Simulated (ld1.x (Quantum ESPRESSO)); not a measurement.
## Before and after: PAW potential for gold

gold (Au), PAW, made with ld1.x (Quantum ESPRESSO) 7.5 (revPBE, scalar-relativistic). Core [Xe] 4f14, reference 5d10 6s1 6p0. Waves: 6s (bound): rcut 2.10, rcutus 2.60 bohr; 6s channel at 0.1 Ry: rcut 2.10, rcutus 2.60 bohr; 6p (bound, empty): rcut 2.85, rcutus 3.25 bohr; 6p channel at 2.75 Ry: rcut 2.85, rcutus 3.25 bohr; 5d (bound): rcut 1.80, rcutus 2.20 bohr; 5d channel at 4.9 Ry: rcut 1.80, rcutus 2.20 bohr. Local part: all-electron potential smoothed inside 1.70 bohr (lloc = -1). Core correction: Bessel-smoothed model core inside 1.00 bohr. Augmentation charge: PSQ, inside the norm-conserving radii.

All-electron outer shells of the reference configuration (revPBE, scalar-relativistic, ld1.x):

```json
{"shell": "4f", "level (eV)": "-81.01", "outermost node (bohr)": "–", "outermost maximum (bohr)": "0.37"}
{"shell": "5p", "level (eV)": "-59.70", "outermost node (bohr)": "0.52", "outermost maximum (bohr)": "0.96"}
{"shell": "5d", "level (eV)": "-6.81", "outermost node (bohr)": "0.56", "outermost maximum (bohr)": "1.21"}
{"shell": "6s", "level (eV)": "-5.65", "outermost node (bohr)": "1.11", "outermost maximum (bohr)": "2.32"}
{"shell": "6p", "level (eV)": "-0.75", "outermost node (bohr)": "1.32", "outermost maximum (bohr)": "3.74"}
```

Change: functional LDA (PZ).

Cutoffs: the cutoffs (Ry, on a coarse ladder) from which the occupation-weighted sum of valence levels, in a spherical-Bessel basis at the reference potential, stays within 10 and 1 mRy of its value at 400 Ry; they do not see the model core or the augmentation charge, which bear on the density cutoff. Errors are all-electron minus pseudo energies relative to the spin-unpolarised reference configuration.

Question: How do hardness, ghosts and transferability respond?

Answer: The potential gets neither clearly harder nor softer (25 Ry and 40 Ry → 25 Ry and 40 Ry); both files keep a bound ghost (s); the number of tests with a reliable result goes from 7 to 9; of the 7 tests that both files solve, the error grows in 0 and shrinks in 2 by more than 15 % and 0.3 meV (median size 17.3 → 15.7 meV).

```tsv
quantity	base	changed
cutoff, loose	25 Ry	25 Ry
cutoff, tight	40 Ry	40 Ry
bound ghosts	s	s
error for 5d10 6s0 6p0, meV [ΔE 9.28 → 9.77 eV]	-5.9	-5.0
error for 5d9 6s0 6p0, meV [ΔE 30.40 → 31.28 eV]	-31	-29
error for 5d8 6s0 6p0, meV [ΔE 64.20 → 65.44 eV]	-184	-172
error for 5d10 6s0 6p1, meV [ΔE 5.22 → 5.40 eV]	-1.8	-1.5
error for 5d10 6s0.5 6p0, meV [ΔE 3.71 → 3.95 eV]	-2.2	-1.9
error for 5d9 6s1 6p1, meV [ΔE 7.52 → 7.52 eV]	-17	-16
error for 5d9 6s2 6p0, meV [ΔE 1.73 → 1.60 eV]	-18	-16
s: phases at 3.53 bohr within 0.05 rad from the reference energy up to (Ry; the scan ends near 5)	to the end of the scan	to the end of the scan
p: phases at 3.53 bohr within 0.05 rad from the reference energy up to (Ry; the scan ends near 5)	1.4	1.5
d: phases at 3.53 bohr within 0.05 rad from the reference energy up to (Ry; the scan ends near 5)	to the end of the scan	to the end of the scan
lowest overlap eigenvalue by channel	s 0.21, p 0.62, d 0.78	s 0.21, p 0.64, d 0.78
```

 A true bound ghost makes a file unfit for plane-wave use even where its test errors are small: the radial tests pick states by their node count and pass the ghost by.
